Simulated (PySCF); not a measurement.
Polarisability and C₆ of V⁺ (vanadium, charge +1)

[Ar] 3d4, high-spin 5D determinant. Calculation: PySCF 2.14, in x2c-QZVPPall with one added diffuse shell each of s, p, d, f, g type (12s8p6d4f3g, 121 functions); the spin-free X2C one-electron Hamiltonian (Gaussian nucleus). Coupled (time-dependent) response in atomic units; α is the mean over directions.

```tsv
method	mean α (bohr³)	α xx, yy, zz	C₆ (like pair)	S(−4)
BLYP	18.68	16.72, 16.72, 22.60	70.95	604.8
```

S(−4) is the Cauchy moment in α(ω) = α(0) + S(−4) ω² + …

α(iu) at BLYP:

| u (hartree) | α(iu) (bohr³) |
| --- | --- |
| 0 | 18.68 |
| 0.0500 | 17.33 |
| 0.100 | 14.61 |
| 0.200 | 10.23 |
| 0.300 | 7.796 |
| 0.500 | 5.314 |
| 0.750 | 3.775 |
| 1.00 | 2.884 |
| 1.50 | 1.873 |
| 2.00 | 1.320 |
| 3.00 | 0.7567 |
| 5.00 | 0.3426 |

A single London oscillator, α(iu) = α/(1 + u²/ω²), gives C₆ = (3/4) ω α². Matching the computed C₆ needs ω = 4 × 70.95 / (3 × 18.68²) = 0.271 hartree.

For an ion, C₆ is the dispersion term alone; charge-induced terms of lower order in 1/R come first.

The components differ because the open shell of this determinant is not spherical; for a pure term their mean is the scalar polarisability.
